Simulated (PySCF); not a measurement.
## HoN: frontier orbitals

HSE06 at R = 1.811 Å; PySCF, spin-free X2C with a Gaussian nucleus, basis sets Ho x2c-SVPall, N x2c-SVPall. State: septet, about 10.1 electrons in the 4f shell (Mulliken), real f orbitals that mix terms. Only the outer orbitals are listed, counted within each symmetry.

```json
{"spin": "α", "orbital": "15σ", "occ.": "1", "ε (eV)": "-7.10", "on Ho (%)": "29", "main shells (%)": "68 N p, 20 Ho d"}
{"spin": "α", "orbital": "8π", "occ.": "1", "ε (eV)": "-6.26", "on Ho (%)": "31", "main shells (%)": "69 N p, 28 Ho d"}
{"spin": "α", "orbital": "8π", "occ.": "1", "ε (eV)": "-6.25", "on Ho (%)": "31", "main shells (%)": "69 N p, 27 Ho d"}
{"spin": "α", "orbital": "16σ", "occ.": "1", "ε (eV)": "-4.29", "on Ho (%)": "99", "main shells (%)": "80 Ho s, 10 Ho d, 9 Ho p"}
{"spin": "α", "orbital": "4δ", "occ.": "0", "ε (eV)": "-1.33", "on Ho (%)": "100", "main shells (%)": "100 Ho d"}
{"spin": "α", "orbital": "4δ", "occ.": "0", "ε (eV)": "-1.27", "on Ho (%)": "100", "main shells (%)": "100 Ho d"}
{"spin": "α", "orbital": "9π", "occ.": "0", "ε (eV)": "-1.17", "on Ho (%)": "97", "main shells (%)": "70 Ho p, 27 Ho d"}
{"spin": "β", "orbital": "1φ", "occ.": "1", "ε (eV)": "-9.43", "on Ho (%)": "100", "main shells (%)": "100 Ho f"}
{"spin": "β", "orbital": "3δ", "occ.": "1", "ε (eV)": "-9.31", "on Ho (%)": "100", "main shells (%)": "100 Ho f"}
{"spin": "β", "orbital": "14σ", "occ.": "1", "ε (eV)": "-9.14", "on Ho (%)": "97", "main shells (%)": "96 Ho f"}
{"spin": "β", "orbital": "7π", "occ.": "1", "ε (eV)": "-5.88", "on Ho (%)": "33", "main shells (%)": "67 N p, 23 Ho d"}
{"spin": "β", "orbital": "7π", "occ.": "1", "ε (eV)": "-5.87", "on Ho (%)": "34", "main shells (%)": "66 N p, 23 Ho d"}
{"spin": "β", "orbital": "15σ", "occ.": "0", "ε (eV)": "-2.73", "on Ho (%)": "65", "main shells (%)": "40 Ho s, 33 N p, 17 Ho p"}
{"spin": "β", "orbital": "16σ", "occ.": "0", "ε (eV)": "-2.34", "on Ho (%)": "81", "main shells (%)": "47 Ho s, 31 Ho d, 18 N p"}
{"spin": "β", "orbital": "8π", "occ.": "0", "ε (eV)": "-1.52", "on Ho (%)": "99", "main shells (%)": "94 Ho f"}
```

**Question.** Which are the highest filled and the lowest empty level, where do they sit, and how wide is the gap?

**Answer.** Highest filled α 16σ at -4.29 eV (in %: 80 Ho s, 10 Ho d, 9 Ho p); lowest empty β 15σ at -2.73 eV (in %: 40 Ho s, 33 N p, 17 Ho p); the gap at HSE06 is 1.56 eV.

* bond order (Mayer): 2.48
* ⟨S²⟩: 12.006
* charge on Ho (Mulliken, basis-dependent): 0.30
* charge on Ho (Löwdin, basis-dependent): 0.10
* dipole moment (positive dipole means Ho(−)N(+)): -4.24 D

Spin–orbit coupling is left out. With d or f electrons several states lie close, and the lowest PBE0 determinant need not be the measured ground state.
